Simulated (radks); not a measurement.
Values are calculated unless marked as measured or tabulated.
Question: These are the eigenvalues of the occupied orbitals of an atom or ion with whole-number occupations (eV). Level of theory: scalar-relativistic Kohn-Sham, Slater X-alpha with alpha = 0.57, spin-polarised, spherical densities, point nucleus (a radial shooting solver on a logarithmic mesh with Libxc functionals).

1s up: -43958.25
1s down: -43958.14
2s up: -8906.926
2s down: -8902.832
2p up: -8215.998
2p down: -8212.802
3s up: -3321.136
3s down: -3316.673
3p up: -3107.042
3p down: -3102.435
3d up: -2857.405

Which element is it, and in what charge state? The configuration may be excited. Open shells, if any, are filled with parallel spins first.

Answer: Z = 59, praseodymium, charge +40: Pr40+ in [Ar] 3d1. The list shows which subshells hold electrons but not how many an open one holds; the 1s level, -1615.4 hartree, gives Z - s = 56.8 by -(Z - s)^2/2, which with screening and relativity narrows Z to a few neighbours, and the depths of the outer levels then fix element, charge and occupations together.
